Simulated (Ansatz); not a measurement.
Cl3Pb (SMILES [Cl][Pb-]([Cl])[Cl]), charge -1, singlet, geometry from GFN2-xTB (such geometries of metal compounds can be far from the true shape) (core potentials on Pb) (a gas-phase anion, which may not be bound at this level). Base run: HF/def2-TZVP (Ansatz, a quantum-chemistry and plane-wave program).

Input for Ansatz:
Ansatz 0.2 input:
```yaml
crystal:
  periodic: [false, false, false]
  atoms:
    - {symbol: Pb, position_ang: [-0.00361800, 0.00715892, 0.42408556]}
    - {symbol: Cl, position_ang: [2.27112670, -0.56342976, -0.65322014]}
    - {symbol: Cl, position_ang: [-0.64852821, 2.22612561, -0.72521865]}
    - {symbol: Cl, position_ang: [-1.60514694, -1.69722710, -0.66715038]}
basis:
  gaussian:
    orbitals: def2-TZVP
hamiltonian:
  xc: hf
total_charge: -1
```

The bond that is stretched is that between atoms 4 and 1. A test that says stable can miss a lower solution.

Variants of this job, named by their change:

```
change                                                           ΔE vs base (mEh)  <S^2>            stability test says
---------------------------------------------------------------  ----------------  -----  -----------------------------
base                                                                        0.000  0.000  minimum (restricted orbitals)
spin_polarized = on; lower_state_search = off                              -0.010  0.000       undecided (no full test)
spin_polarized = on; lower_state_search = standard                         -0.010  0.000                        minimum
bond × 1.25                                                                19.441  0.000  minimum (restricted orbitals)
spin_polarized = on; lower_state_search = off; bond × 1.25                 19.431  0.000       undecided (no full test)
spin_polarized = on; lower_state_search = standard; bond × 1.25            19.431  0.000                        minimum
bond × 1.5                                                                 42.888  0.000  minimum (restricted orbitals)
spin_polarized = on; lower_state_search = off; bond × 1.5                  42.878  0.000       undecided (no full test)
spin_polarized = on; lower_state_search = standard; bond × 1.5             42.878  0.000                        minimum
bond × 1.8                                                                 60.134  0.000  minimum (restricted orbitals)
spin_polarized = on; lower_state_search = off; bond × 1.8                  60.123  0.000       undecided (no full test)
spin_polarized = on; lower_state_search = standard; bond × 1.8             60.123  0.000                        minimum
bond × 2.2                                                                 71.737  0.000  minimum (restricted orbitals)
spin_polarized = on; lower_state_search = off; bond × 2.2                  71.725  0.000       undecided (no full test)
spin_polarized = on; lower_state_search = standard; bond × 2.2             71.725  0.000                        minimum
bond × 3.0                                                                 80.364  0.000  minimum (restricted orbitals)
spin_polarized = on; lower_state_search = off; bond × 3.0                  80.353  0.000       undecided (no full test)
spin_polarized = on; lower_state_search = standard; bond × 3.0             80.353  0.000                        minimum
```

A gas-phase anion may not be bound at this level; its values then depend on the basis.

Where a bond breaks into two radicals, a solution with restricted orbitals usually stops being the lowest and lies too high; an unrestricted one lies lower at the price of spin contamination, which <S^2> shows.
